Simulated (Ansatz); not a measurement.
Relaxation of CH$_{4}$Cl$_{2}$FGa (9 atoms, charge 0, multiplicity 1), to a largest force component of 0.03 eV/Å in at most 50 steps.

Method: Ansatz 0.2.0, RKS PBE0-D4/def2-SVP.

```xyz
9
Properties=species:S:1:pos:R:3
Ga -1.256 -0.551 -1.176
F -1.197 -1.755 0.118
Cl -0.036 -0.843 -2.877
Cl -2.602 1.066 -0.976
H 0.341 -0.443 0.948
C 1.012 0.413 0.981
H 0.730 1.063 1.820
H 2.041 0.053 1.112
H 0.966 0.998 0.049
```

Task: Where does it end, and by what steps?

Result: The run converged. The force dipped under the threshold on the way, but the program's further checks kept it going. After 14 steps the energy has fallen by 0.091 eV; H7 moved furthest, 0.66 Å.

```csv
step,energy less start (eV),largest force component (eV/Å),accepted
0,0.0000,0.577,yes
1,-0.0149,0.794,yes
2,-0.0507,0.611,yes
3,-0.0598,0.569,yes
4,-0.0755,0.250,yes
5,-0.0842,0.067,yes
6,-0.0878,0.023,yes
7,-0.0607,0.801,no
8,-0.0886,0.027,yes
9,-0.0886,0.188,no
10,-0.0898,0.033,yes
11,-0.0904,0.055,yes
12,-0.0907,0.073,yes
13,-0.0909,0.058,yes
14,-0.0911,0.015,yes
```

```xyz
9
Properties=species:S:1:pos:R:3
Ga -1.069 -0.482 -0.943
F -1.261 -1.936 0.003
Cl 0.071 -0.594 -2.731
Cl -2.323 1.173 -0.508
H 0.315 -0.537 1.052
C 0.900 0.372 0.832
H 0.410 1.250 1.268
H 1.895 0.222 1.276
H 1.062 0.532 -0.248
```

Whether the end is a true minimum wasn't checked by a vibrational analysis.

The run took 49 s on 2 threads of Arm Neoverse V2 (shared host), peak memory 0.3 GiB.
